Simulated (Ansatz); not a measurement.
Gas-phase electronic energies from Ansatz, PBE0-D4/def2-TZVP geometries. CBS: MP2 limit from def2 TZ/QZ plus the TZ coupled-cluster correction, frozen cores. This one scheme is used for every species. DFT in def2-TZVPP. B3LYP here is the variant with VWN-RPA as its local correlation; programs differ in this. HSE06 is defined as in plane-wave codes. Elements past krypton have def2 core potentials. For Te outer-core shells are correlated without core-valence functions, which leaves a few kJ/mol of doubt a bond. One conformer a species, not always the lowest.

Reaction (formal exchange of groups at a Te–C bond): `SC[TeH]` + `O[SiH](O)S` → `O[Si](O)(S)[TeH]` + CH₃SH

```tsv
level	ΔE (kcal/mol)	difference from CCSD(T)/CBS
LDA (SPW92)	-25.2	-1.5
PBE-D4	-25.1	-1.4
revPBE-D4	-24.7	-1.0
BLYP-D4	-23.4	0.3
r2SCAN-D4	-25.4	-1.7
B97M-V	-24.6	-0.9
PBE0-D4	-25.9	-2.2
B3LYP-D4	-24.3	-0.6
r2SCANh-D4	-25.6	-1.9
HSE06-D4	-25.9	-2.2
BHLYP-D4	-25.2	-1.5
CAM-B3LYP-D4	-24.3	-0.6
ωB97X-V	-24.6	-0.9
ωB97M-V	-24.7	-1.0
PBE-QIDH	-25.3	-1.6
revPBE	-24.0	-0.3
BLYP	-22.2	1.5
r2SCAN	-25.2	-1.5
B3LYP	-23.2	0.5
r2SCANh	-25.4	-1.7
r2SCAN0	-25.7	-2.0
HSE06	-25.2	-1.5
BHLYP	-23.9	-0.2
CAM-B3LYP	-23.6	0.1
LC-ωPBE	-25.4	-1.7
RPA@PBE/def2-TZVPP	-21.4	2.3
HF/def2-SVP	-25.3	-1.6
MP2/def2-SVP	-25.0	-1.3
CCSD/def2-SVP	-24.5	-0.8
CCSD(T)/def2-SVP	-24.4	-0.7
HF/def2-TZVPP	-23.7	0.0
MP2/def2-TZVPP	-23.9	-0.2
SCS-MP2/def2-TZVPP	-22.6	1.1
CCSD/def2-TZVPP	-23.2	0.5
HF/def2-QZVPP	-23.4	0.3
MP2/def2-QZVPP	-24.2	-0.5
SCS-MP2/def2-QZVPP	-22.9	0.8
HF/CBS(def2)	-23.3	0.4
MP2/CBS(def2)	-24.5	-0.8
CCSD/CBS(def2)	-23.8	-0.1
CCSD(T)/CBS	-23.7	0
```

Largest T1 diagnostic among the species: 0.012.

From PBE to PBE0 (25 % exact exchange), in def2-TZVPP and without D4, ΔE moves by −0.8 kcal/mol. The D4 term adds −1.1 kcal/mol with B3LYP and −0.7 kcal/mol with PBE0; it sums over pairs of atoms, weighted by their polarisabilities, and B3LYP, whose exchange is more repulsive, gets the larger term. Leaving LDA and LC-ωPBE aside and taking each functional with its dispersion term where it has one, the values, not all of them listed here, spread over 2.6 kcal/mol, from r2SCAN0-D4 to BLYP-D4. LDA lies −0.8 kcal/mol from PBE without D4.
